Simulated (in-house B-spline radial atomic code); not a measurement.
HSE06 excitations of the technetium ion Tc⁷⁺

Method: HSE06. Computed with an all-electron radial atomic-structure program (B-spline basis): linear response of the closed shell [Ar] 3d10 4s2 4p6 with the functional's adiabatic kernel; scalar-relativistic (spin-free one-electron X2C), finite nucleus, no spin-orbit coupling, no double excitations, S, P, D and F terms only; shells from n = 2 respond. Only terms of natural parity with L up to 3 were computed.

Command:
```bash
python run_td.py task.json out
```
Settings (radii: box in bohr, nucleus in fm):
```
Z                        43
electrons                36
configuration            [Ar] 3d10 4s2 4p6
hamiltonian              x2c
method                   hse06
box_radius               12.81
rms_radius               4.41117
intervals                70
```

Cost of the run: 1.3 s on 1 thread of Intel(R) Xeon(R) 6975P-C (Granite Rapids), with other jobs on the host.

The lowest states, in the order of their Tamm-Dancoff energies; the method's threshold (minus the highest occupied level) is 144.51 eV. Labels give the largest channel, * marks a mixed state, and oscillator strengths are full-response dipole values. Semilocal kernels can invert the small singlet-triplet splittings of Rydberg terms. Energies in eV:

```csv
state,full response,Tamm-Dancoff,oscillator strength
4p → 4d 3P,42.30,42.41,-
4p → 4d 3F,?,?,-
4p → 4d 1F,46.13,46.15,-
4p → 4d 1P,56.60,58.60,5.44
4p → 5s 3P,69.40,69.41,-
4p → 5s 1P,70.19,70.21,0.588
4s → 4d 3D,?,?,-
4p → 5p 3S,78.52,78.54,-
4s → 4d 1D,78.65,78.73,-
4p → 5p 3D,79.46,79.47,-
4p → 5p 1D,80.05,80.07,-
4p → 5p 1S,82.96,83.17,-
4p → 4f 3D,86.25,86.28,-
4p → 4f 1D,90.17,90.34,-
4p → 5d 3P,94.64,94.65,-
4p → 5d 3F,94.88,94.90,-
4p → 5d 1F,95.30,95.31,-
4p → 5d 1P,96.44,96.68,0.00862
4s → 5s 3S,101.07,101.07,-
4s → 5s 1S,102.53,102.60,-
4p → 6s 3P,103.16,103.16,-
4p → 6s 1P,103.42,103.43,0.121
```

Where does 4s → 4d 3D lie?

At 74.64 eV in full response, 74.70 eV in Tamm-Dancoff.

Where does 4p → 4d 3F lie?

At 42.87 eV in full response, 43.05 eV in Tamm-Dancoff.

How large is the singlet-triplet splitting of 4p → 4d (F terms) in Tamm-Dancoff?

3.1 eV, from the unrounded values.

What polarisabilities and dispersion coefficient does the method give?

Dipole 1.438 bohr³, quadrupole 1.783 bohr⁵, C6 3.566 hartree·bohr⁶ for two such species.
